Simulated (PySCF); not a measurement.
C₂H₉FOSi₂, SMILES F[SiH2]OC[SiH2]C.

The structure is a stationary point at r2SCAN-D4/def2-SVP. This is a generated structure with no PubChem entry under its InChIKey; it may be hypothetical. One conformer was computed; it need not be the lowest.

Two levels are set side by side: TDA-PBE/def2-SVPD (PySCF) and TDA-ωB97X/def2-SVPD (PySCF). Vertical, same geometry. The lowest singlet is HOMO→LUMO 74 %, HOMO→LUMO+1 25 % with PBE and HOMO→LUMO 66 %, HOMO→LUMO+3 14 % with the other functional; states are paired by order. Differences are taken from unrounded values.

```tsv
quantity	TDA-ωB97X	TDA-PBE	TDA-PBE minus TDA-ωB97X
lowest singlet excitation (eV)	7.99	6.55	-1.44
lowest triplet excitation (TDA) (eV)	7.63	6.33	-1.30
```

Functionals without exact exchange tend to place singlet excitations lower, as here. Differences between two approximate levels are no errors against the true value.

Rough cost on one machine, each run with all the roots and properties that it gave: TDA-ωB97X against TDA-PBE about 6 times.
